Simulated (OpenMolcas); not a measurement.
Au2+ in a point-charge field

Au2+ among 6 point charges of -1.7 e arranged as an octahedron (Oh), 2.02 Å from the ion.

| Property | Result |
| --- | --- |
| Program | OpenMolcas |
| Method | CASSCF |
| Basis | ANO-RCC-VDZP [7s6p4d2f] |
| Scalar Hamiltonian | DKH2, point nucleus |
| Active space | 9 electrons in 5 orbitals (5d) |
| State averaging | 2S+1 = 2 even, 5 roots |
| Spin-orbit coupling | state interaction with AMFI integrals over the reference wave functions |

The lowest spin-free states (labels of O, the rotations of Oh), above the lowest:

| State | Degeneracy | E (cm-1) | Free-ion L (%) |
| --- | --- | --- | --- |
| 2E | 2 | 0.0 | D (100) |
| 2T2 | 3 | 9438 | D (100) |

The lowest levels with spin-orbit coupling:

```
E (cm-1)  Degeneracy  Label  2S+1               g
     0.0           4     Γ8     2                
    7310           2     Γ7     2  2.00 2.00 2.00
   17779           4     Γ8     2
```

Powder χT (cm3 K/mol): 0.915 at 2 K, 0.915 at 10 K, 0.92 at 50 K, 0.925 at 100 K, 0.935 at 200 K, 0.946 at 300 K. The effective moment at 300 K is 2.828 √(χT) = 2.75 μB.

The lowest level has 2S+1 = 2, for which the spin-only value is χT = S(S+1) / 2 = 0.375 cm3 K/mol (g = 2). The computed 0.946 at 300 K differs by +0.571, through orbital momentum, spin-orbit coupling and any other state in reach.

The gap between the two states is 10Dq = 9438 cm-1.

An orbital doublet at a regular site is open to a Jahn-Teller distortion, which this geometry leaves out. Point charges carry no covalency, so the field is a model and not that of real ligands. No measured value stands beside these numbers.
